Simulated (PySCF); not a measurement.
## [Ti(Cl)3(NH2)] (charge 0, multiplicity 1)

Computed with TPSSh-D3(BJ)/def2-TZVP // r2SCAN-D4/def2-SVP (PySCF).

```
Item                                                            Value
----------------------------------------  ---------------------------
HOMO                                                         -7.76 eV
dipole moment                                                  3.04 D
HOMO–LUMO gap                                                 4.03 eV
LUMO                                                         -3.73 eV
charge on the central atom (Mulliken)                          1.18 e
charge on the central atom (meta-Löwdin)                       1.16 e
total energy                                            -2286.4181 Ha
cost                                      very roughly 6 core-minutes
```

```xyz
7

Ti     0.0339     0.0266     0.0508
Cl    -1.4805    -1.4614     0.5675
Cl     1.9710    -0.5264     0.9283
Cl     0.2748     0.3736    -2.0949
N     -0.5199     1.6134     0.7872
H     -0.2227     2.5332     0.4595
H     -1.1132     1.6886     1.6139
```
Charge 0, spin multiplicity 1.
